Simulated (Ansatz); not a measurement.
Isolated molecules relaxed with PBE0-D4/def2-TZVP in Ansatz; ΔE leaves out vibrations. CBS: MP2 limit from def2 TZ/QZ plus the TZ coupled-cluster correction, frozen cores. This one scheme is used for every species. DFT in def2-TZVPP. B3LYP here is the variant with VWN-RPA as its local correlation; programs differ in this. Open shells (•) are unrestricted, without spin–orbit coupling. One conformer a species, not always the lowest.

Reaction (homolysis of the B–Si bond): `OB[Si](F)([SiH3])Cl` → `[BH]O`• + `F[Si]([SiH3])Cl`•

```csv
level,ΔE (eV)
PBE-D4,3.52
PBE0-D4,3.58
B3LYP-D4,3.54
HF/def2-QZVPP,2.71
```

Task: What does CCSD(T)/CBS give? (Best estimate.)

Result: The calculation gave: +3.76 eV. The listed levels differ from it by -0.24, -0.18, -0.22, -1.05 eV.

Largest T1 diagnostic among the species: 0.016.

In def2-TZVPP, CCSD(T) changes the Hartree–Fock value by +0.94 eV (the triples alone add +0.06 eV) and MP2 by +0.96 eV; breaking electron pairs costs correlation energy, which Hartree–Fock lacks. From PBE to PBE0 (25 % exact exchange), in def2-TZVPP and without D4, ΔE moves by +0.06 eV.
